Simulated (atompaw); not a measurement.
u(r) = r·R(r): atom against pseudo-atom (As (Z = 33))

Columns: radius, all-electron u(r) and pseudo u(r) of the 4p shell (level -5.34 eV) of arsenic in the configuration [Ar] 3d10 4s2 4p3; LDA (PW92), scalar-relativistic, PAW (atompaw) scheme, atompaw 4.2.0.5.

```csv
r (bohr),all-electron,pseudo
0.077,0.1563,0.0037
0.154,0.1273,0.0147
0.231,-0.0327,0.0327
0.308,-0.1816,0.0572
0.385,-0.2661,0.0874
0.462,-0.2839,0.1225
0.538,-0.2517,0.1611
0.615,-0.1864,0.2030
0.692,-0.1026,0.2469
0.769,-0.0110,0.2916
0.846,0.0815,0.3361
0.923,0.1703,0.3796
1.000,0.2529,0.4212
1.077,0.3277,0.4603
1.154,0.3941,0.4964
1.231,0.4520,0.5291
1.308,0.5017,0.5582
1.385,0.5436,0.5836
1.462,0.5783,0.6054
1.538,0.6059,0.6234
1.615,0.6280,0.6383
1.692,0.6446,0.6500
1.769,0.6564,0.6587
1.846,0.6638,0.6645
1.923,0.6675,0.6676
2.000,0.6679,0.6679
```

(1) How many radial nodes do the two functions have?

(2) Is the pseudo-wave norm-conserving?

## Answers

(1) The all-electron 4p function has n − l − 1 = 2; the pseudo-wave has 0, since the states of the same l below it are removed with the core.

(2) No, it belongs to a PAW set: the norm inside the radius is not constrained, and the difference is carried by the augmentation charge.
